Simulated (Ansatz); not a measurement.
Interaction energy ladder

The pair of Li⁺ (SMILES [Li+], atom 1) and NH$_{3}$ (SMILES N, atoms 2–5), both closed shells, in one local arrangement (a lower one may exist), relaxed at PBE0-D4/def2-TZVP:

```
atom    x (Å)    y (Å)    z (Å)
 Li1   0.0003   0.0170  -1.8116
  N2   0.0000  -0.0014   0.1456
  H3  -0.5178  -0.7808   0.5480
  H4   0.9305  -0.0658   0.5550
  H5  -0.4130   0.8309   0.5632
```

Ansatz 0.2.0; basis: def2-TZVPPD, with def2-QZVPPD for the basis limit; cores frozen in the correlated methods. The outer core shell of Li, Na, Mg and K is correlated. B3LYP uses VWN-RPA correlation. Extrapolation: Hartree–Fock as exp(−7.88 √X), correlation as X^−2.97. Interaction energies count from these two fragments, frozen as in the pair, with the counterpoise correction; negative means bound.

Q: What is the interaction energy by CCSD(T) at an estimated basis limit (MP2 extrapolated from triple and quadruple zeta, plus CCSD(T) − MP2 in triple zeta)? (To be estimated.)

A: By the calculation: -39.44 kcal/mol. Hartree–Fock alone gives -40.58 kcal/mol at the basis limit. It counts from the two fragments frozen as in the pair.

The same quantity by other methods in triple zeta, and each one's difference from that estimate:
| method | E_int (kcal/mol) | difference |
| --- | --- | --- |
| PBE-D4 | -40.31 | -0.87 |
| revPBE-D4 | -39.44 | 0.00 |
| BLYP-D4 | -40.24 | -0.79 |
| r2SCAN-D4 | -38.66 | 0.78 |
| B97M-V | -39.17 | 0.27 |
| PBE0-D4 | -40.97 | -1.52 |
| B3LYP-D4 | -41.04 | -1.59 |
| HSE06-D4 | -40.96 | -1.52 |
| wB97X-V | -40.27 | -0.83 |
| wB97M-V | -40.18 | -0.73 |
| B2PLYP | -40.31 | -0.87 |
| HF | -40.29 | -0.84 |
| MP2 | -38.76 | 0.68 |
| CCSD | -39.01 | 0.43 |
| CCSD(T) | -38.73 | 0.71 |
Differences are method less estimate.

Q: Which atoms make the shortest contact between the fragments?

A: Li1 and N2, 1.96 Å apart.

Basis-set superposition shift (counterpoise-corrected less uncorrected): CCSD(T) 0.33; MP2 0.32; HF 0.06; PBE0-D4 0.09; wB97M-V 0.13 kcal/mol.

No T1 diagnostic of these runs exceeds 0.009.

For scale, one of the runs: CCSD(T)/def2-TZVPPD, 110 basis functions, launched by `ansatz run in.yaml --threads 2 --pin off --events-out ev --progress --plain --max-ram 5222MiB`. The run took about 0.85 s on 2 CPU threads of an AMD EPYC 9R45 (shared host).
